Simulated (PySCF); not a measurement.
**UHF on Mo (molybdenum, neutral)**

Configuration: [Kr] 4d5 5p1, high-spin 7P determinant (an excited configuration). All numbers are calculated (PySCF 2.14, scalar relativity by spin-free X2C-1e, in x2c-TZVPPall with one added diffuse shell each of s, p, d, f type (9s7p7d3f1g, 95 functions)).

| Quantity | Value |
| --- | --- |
| Total energy | -4046.087115 hartree |
| One-electron energy | -5582.8936 hartree |
| Hartree (Coulomb) energy | 1659.5450 hartree |
| Exchange energy | -122.7386 hartree |
| ⟨S²⟩ | 12.0027 |
| ⟨L²⟩ | 2.330 |
| Sum of ⟨r⟩ | 33.10 bohr |
| Sum of ⟨r²⟩ | 70.87 bohr² |
| Traceless quadrupole moment −½Σ⟨3z² − r²⟩ along its main axis | -14.0 e·bohr² |
| Langevin diamagnetic susceptibility | -56.1 ×10⁻⁶ cm³/mol |

```json
{"shell": "1s β", "electrons": "1", "mean orbital energy (eV)": "-20108.0", "spread (eV)": "0", "rms radius, mean of both spins (bohr)": "0.0404"}
{"shell": "1s α", "electrons": "1", "mean orbital energy (eV)": "-20107.9", "spread (eV)": "0", "rms radius, mean of both spins (bohr)": "0.0404"}
{"shell": "2s α", "electrons": "1", "mean orbital energy (eV)": "-2916.6", "spread (eV)": "0", "rms radius, mean of both spins (bohr)": "0.166"}
{"shell": "2s β", "electrons": "1", "mean orbital energy (eV)": "-2915.8", "spread (eV)": "0", "rms radius, mean of both spins (bohr)": "0.166"}
{"shell": "2p α", "electrons": "3", "mean orbital energy (eV)": "-2602.0", "spread (eV)": "0.042", "rms radius, mean of both spins (bohr)": "0.148"}
{"shell": "2p β", "electrons": "3", "mean orbital energy (eV)": "-2601.1", "spread (eV)": "0.024", "rms radius, mean of both spins (bohr)": "0.148"}
{"shell": "3s α", "electrons": "1", "mean orbital energy (eV)": "-529.94", "spread (eV)": "0", "rms radius, mean of both spins (bohr)": "0.456"}
{"shell": "3s β", "electrons": "1", "mean orbital energy (eV)": "-529.51", "spread (eV)": "0", "rms radius, mean of both spins (bohr)": "0.456"}
{"shell": "3p α", "electrons": "3", "mean orbital energy (eV)": "-423.90", "spread (eV)": "0.057", "rms radius, mean of both spins (bohr)": "0.462"}
{"shell": "3p β", "electrons": "3", "mean orbital energy (eV)": "-423.35", "spread (eV)": "0.095", "rms radius, mean of both spins (bohr)": "0.462"}
{"shell": "3d α", "electrons": "5", "mean orbital energy (eV)": "-251.28", "spread (eV)": "0.058", "rms radius, mean of both spins (bohr)": "0.453"}
{"shell": "3d β", "electrons": "5", "mean orbital energy (eV)": "-249.95", "spread (eV)": "0.091", "rms radius, mean of both spins (bohr)": "0.453"}
{"shell": "4s α", "electrons": "1", "mean orbital energy (eV)": "-83.476", "spread (eV)": "0", "rms radius, mean of both spins (bohr)": "1.19"}
{"shell": "4s β", "electrons": "1", "mean orbital energy (eV)": "-77.570", "spread (eV)": "0", "rms radius, mean of both spins (bohr)": "1.19"}
{"shell": "4p α", "electrons": "3", "mean orbital energy (eV)": "-53.484", "spread (eV)": "0.233", "rms radius, mean of both spins (bohr)": "1.34"}
{"shell": "4p β", "electrons": "3", "mean orbital energy (eV)": "-45.388", "spread (eV)": "0.119", "rms radius, mean of both spins (bohr)": "1.34"}
{"shell": "4d α", "electrons": "5", "mean orbital energy (eV)": "-10.989", "spread (eV)": "0.454", "rms radius, mean of both spins (bohr)": "2.09"}
{"shell": "5p α", "electrons": "1", "mean orbital energy (eV)": "-3.563", "spread (eV)": "0", "rms radius, mean of both spins (bohr)": "5.61"}
```

Densities and radii are taken from the X2C orbitals without a picture-change correction, which distorts them close to the nucleus.

Spin-orbit constants ζ (cm⁻¹) from the X2C one-electron operator on these orbitals: bare nucleus, nucleus screened by l(l+1)(2l+1)/3 electrons, and screened by the Breit-Pauli mean field of the electrons.

| shell | bare | screened nucleus | mean field |
| --- | --- | --- | --- |
| 2p | 580000 | 552400 | n/a |
| 3p | 96680 | 92080 | n/a |
| 3d | 13620 | 10380 | n/a |
| 4p | 12310 | 11730 | n/a |
| 4d | 865.5 | 659.4 | n/a |
| 5p | 510.9 | 486.6 | n/a |

To first order the Landé constant is A = 81.10 cm⁻¹, so the lowest level has J = 2 and lies 0.0402 eV below the centre of the term. This holds in LS coupling only.
